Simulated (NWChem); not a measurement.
System: C$_{3}$H$_{7}$NSi; SMILES C1=C[SiH2]NC1

The following NWChem deck was run.

```
start job
memory heap 200 mb stack 900 mb global 1100 mb
geometry units angstroms noautoz
  C      0.743018     1.292414     0.000000
  C      1.358474     0.098999     0.000000
  Si     0.050624    -1.231145     0.000000
  N     -1.218968    -0.049650     0.000000
  C     -0.757588     1.316282     0.000000
  H      1.276601     2.250679     0.000000
  H      2.448067     0.014271     0.000000
  H      0.073375    -2.140752     1.194768
  H      0.073375    -2.140752    -1.194768
  H     -2.216901    -0.201442     0.000000
  H     -1.109770     1.889120    -0.884059
  H     -1.109770     1.889120     0.884059
end
basis spherical
  C library 6-31g*
  Si library 6-31g*
  N library 6-31g*
  H library 6-31g*
end
dft
  xc xpbe96 cpbe96
  iterations 150
end
tddft
  cis
  nroots 8
  notriplet
end
task tddft energy
```

Parts of the log:

```
             Northwest Computational Chemistry Package (NWChem) 7.3.0
             --------------------------------------------------------

 CS  symmetry detected

                             Geometry "geometry" -> ""
                             -------------------------

 Output coordinates in angstroms (scale by  1.889725989 to convert to a.u.)

  No.       Tag          Charge          X              Y              Z
 ---- ---------------- ---------- -------------- -------------- --------------
    1 C                    6.0000     0.78413527     1.26712805     0.00000000
    2 C                    6.0000     1.36757691     0.05773924     0.00000000
    3 Si                  14.0000     0.02475245    -1.23708783     0.00000000
    4 N                    7.0000    -1.21291057    -0.02218679     0.00000000
    5 C                    6.0000    -0.71530214     1.33096788     0.00000000
    6 H                    1.0000     1.34305969     2.21083676     0.00000000
    7 H                    1.0000     2.45452573    -0.05598846     0.00000000
    8 H                    1.0000     0.02326092    -2.14697809     1.19476800
    9 H                    1.0000     0.02326092    -2.14697809    -1.19476800
   10 H                    1.0000    -2.21453348    -0.14733721     0.00000000
   11 H                    1.0000    -1.05209713     1.91298564    -0.88405900
   12 H                    1.0000    -1.05209713     1.91298564     0.88405900

 Effective nuclear repulsion energy (a.u.)     223.4308214579

      Symmetry information
      --------------------

 Group name             Cs
 Group number              2
 Group order               2
 No. of unique centers    10

  pbe96 is a nonlocal functional; adding pw91lda local functional.

                                 NWChem DFT Module
                                 -----------------

 Summary of "ao basis" -> "ao basis" (spherical)
 ------------------------------------------------------------------------------
       Tag                 Description            Shells   Functions and Types
 ---------------- ------------------------------  ------  ---------------------
 C                           6-31g*                  6       14   3s2p1d
 Si                          6-31g*                  8       18   4s3p1d
 N                           6-31g*                  6       14   3s2p1d
 H                           6-31g*                  2        2   2s

      Symmetry analysis of basis
      --------------------------

        a'         63
        a"         25

            General Information
            -------------------
          SCF calculation type: DFT
          Wavefunction type:  closed shell.
          No. of atoms     :    12
          No. of electrons :    46
           Alpha electrons :    23
            Beta electrons :    23
          Charge           :     0
          Spin multiplicity:     1
          Use of symmetry is: off; symmetry adaption is: on
          Maximum number of iterations: 150
          AO basis - number of functions:    88
                     number of shells:    46
          Convergence on energy requested:  1.00D-06
          Convergence on density requested:  1.00D-05
          Convergence on gradient requested:  5.00D-04

              XC Information
              --------------
          PerdewBurkeErnzerhof Exchange Functional  1.000
            Perdew 1991 LDA Correlation Functional  1.000 local
           PerdewBurkeErnz. Correlation Functional  1.000 non-local

             Grid Information
             ----------------
          Grid used for XC integration:  medium
          Radial quadrature: Mura-Knowles
          Angular quadrature: Lebedev.
          Tag              B.-S. Rad. Rad. Pts. Rad. Cut. Ang. Pts.
          ---              ---------- --------- --------- ---------
          C                   0.70       49          10.0       434
          Si                  1.10       88          10.0       590
          N                   0.65       49          10.0       434
          H                   0.35       45          11.0       434
          Grid pruning is: on
          Number of quadrature shells:   599
          Spatial weights used:  Erf1

      Superposition of Atomic Density Guess
      -------------------------------------

 Sum of atomic energies:        -459.57943599

      Non-variational initial energy
      ------------------------------

[...]

                                NWChem TDDFT Module
                                -------------------

            General Information
            -------------------
           No. of orbitals :     176
            Alpha orbitals :      88
             Beta orbitals :      88
        Alpha frozen cores :       0
         Beta frozen cores :       0
     Alpha frozen virtuals :       0
      Beta frozen virtuals :       0
         Spin multiplicity :       1
    Number of AO functions :      88
        Use of symmetry is : off
      Symmetry adaption is : on
         Schwarz screening :  0.10D-07

              XC Information
              --------------
   PerdewBurkeErnzerhof Exchange Functional   1.00
     Perdew 1991 LDA Correlation Functional   1.00 local
    PerdewBurkeErnz. Correlation Functional   1.00 non-local

             TDDFT Information
             -----------------
          Calculation type : Tamm-Dancoff TDDFT
         Wavefunction type : Restricted singlets
          No. of electrons :      46
           Alpha electrons :      23
            Beta electrons :      23
              No. of roots :       8
          Max subspacesize :    5600
            Max iterations :     100
               Target root :       1
           Target symmetry : none
      Symmetry restriction : off
                 Algorithm : Optimal
        Davidson threshold :  0.10D-03

    8 smallest eigenvalue differences (eV)
--------------------------------------------------------
  No. Spin  Occ  Vir  Irrep   E(Occ)    E(Vir)   E(Diff)
--------------------------------------------------------
    1    1   23   24 a'       -0.181    -0.023     4.305
    2    1   23   25 a"       -0.181     0.009     5.162
    3    1   22   24 a'       -0.226    -0.023     5.515
    4    1   22   25 a"       -0.226     0.009     6.373
    5    1   23   26 a"       -0.181     0.053     6.381
    6    1   21   24 a"       -0.269    -0.023     6.693
    7    1   23   27 a"       -0.181     0.080     7.107
    8    1   20   24 a'       -0.294    -0.023     7.381
--------------------------------------------------------

  Entering Davidson iterations
  Restricted singlet excited states

  Iter   NTrls   NConv    DeltaV     DeltaE      Time
  ----  ------  ------  ---------  ---------  ---------
    1      8       0     0.26E+00   0.10+100        4.1
    2     16       0     0.74E-01   0.80E-01        4.2
    3     24       0     0.41E-01   0.71E-02        4.3
    4     32       5     0.18E-01   0.46E-02        4.4
    5     35       6     0.33E-02   0.55E-03        2.5
    6     37       6     0.49E-03   0.13E-04        2.3
    7     39       8     0.71E-04   0.28E-06        2.2
  ----  ------  ------  ---------  ---------  ---------
  Convergence criterion met

  Ground state a'       -462.358381000030 a.u.

  ----------------------------------------------------------------------------
  Root   1 singlet a'             0.165964548 a.u.                4.5161 eV
  ----------------------------------------------------------------------------
     Transition Moments    X -0.39944   Y  0.40711   Z  0.00000
     Dipole Oscillator Strength                    0.0359904848
     Electric Quadrupole                           0.0000000288
     Magnetic Dipole                               0.0000001372
     Total Oscillator Strength                     0.0359906508

     Occ.   22  a"  ---  Virt.   24  a"       0.06897
     Occ.   23  a"  ---  Virt.   24  a"      -0.99211
  ----------------------------------------------------------------------------
  Root   2 singlet a"             0.194219108 a.u.                5.2850 eV
  ----------------------------------------------------------------------------
     Transition Moments    X -0.00000   Y  0.00000   Z  0.16697
     Dipole Oscillator Strength                    0.0036095975
     Electric Quadrupole                           0.0000000026
     Magnetic Dipole                               0.0000008643
     Total Oscillator Strength                     0.0036104644

     Occ.   23  a"  ---  Virt.   25  a'       0.99624
     Occ.   23  a"  ---  Virt.   28  a'      -0.05661
  ----------------------------------------------------------------------------
  Root   3 singlet a"             0.235226972 a.u.                6.4009 eV
  ----------------------------------------------------------------------------
     Transition Moments    X  0.00000   Y -0.00000   Z -0.11993
     Dipole Oscillator Strength                    0.0022553577
     Electric Quadrupole                           0.0000000017
     Magnetic Dipole                               0.0000002210
     Total Oscillator Strength                     0.0022555803

     Occ.   21  a'  ---  Virt.   24  a"       0.08057
     Occ.   22  a"  ---  Virt.   25  a'       0.88020
     Occ.   23  a"  ---  Virt.   26  a'      -0.46481
  ----------------------------------------------------------------------------
  Root   4 singlet a"             0.236466949 a.u.                6.4346 eV
  ----------------------------------------------------------------------------
     Transition Moments    X  0.00000   Y  0.00000   Z -0.00600
     Dipole Oscillator Strength                    0.0000056722
     Electric Quadrupole                           0.0000000176
     Magnetic Dipole                               0.0000001557
     Total Oscillator Strength                     0.0000058455

[...]
```

Level: PBE/6-31G* (spherical d), TDA. Geometry: optimised at PBE0/def2-SVP. No frequency run checked for a minimum.
